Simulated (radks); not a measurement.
Valence configurations of In II (all share [Kr]). All-electron calculation, scalar-relativistic Kohn-Sham, PBE, spin-polarised, spherical densities, finite nucleus; open shells are filled with parallel spins first (spin-orbit coupling, left out, can overturn this in heavy ions); Fermi nuclear charge, rms radius 4.6156 fm. Program: a radial shooting solver on a logarithmic mesh with Libxc functionals. Energies are relative to 4d10 5s2; eigenvalues in eV for spin up.

| valence | E (eV) | moment (Bohr magnetons) | e(4d) | e(5p) | e(5s) |
|---|---|---|---|---|---|
| 4d10 5s2 | 0.000 | 0 | -26.074 | - | -14.925 |
| 4d10 5s1.5 5p0.5 | 3.066 | 1 | -26.923 | -9.191 | -15.802 |
| 4d10 5s1 5p1 | 5.792 | 2 | -27.686 | -9.826 | -16.571 |
| 4d10 5p2 | 12.593 | 2 | -29.101 | -10.547 | - |
| 4d9 5s2 5p1 | 19.289 | 2 | -32.414 | -10.530 | -17.821 |
| 4d9 5s1 5p2 | 24.929 | 4 | -33.753 | -11.632 | -19.155 |
| 4d8.5 5s2 5p1.5 | 30.182 | 3 | -35.532 | -11.469 | -19.141 |
| 4d8 5s2 5p2 | 41.914 | 4 | -38.631 | -12.354 | -20.398 |
| 4d6 5s2 5p4 | 99.812 | 6 | -51.158 | -15.247 | -24.718 |
| 4d5 5s2 5p5 | 135.06 | 6 | -57.467 | -16.390 | -26.537 |

NIST lists [Kr] 4d10 5s2 as the ground configuration; this level of theory agrees among the configurations tried. The energies are those of spherical high-spin densities, not of single terms.
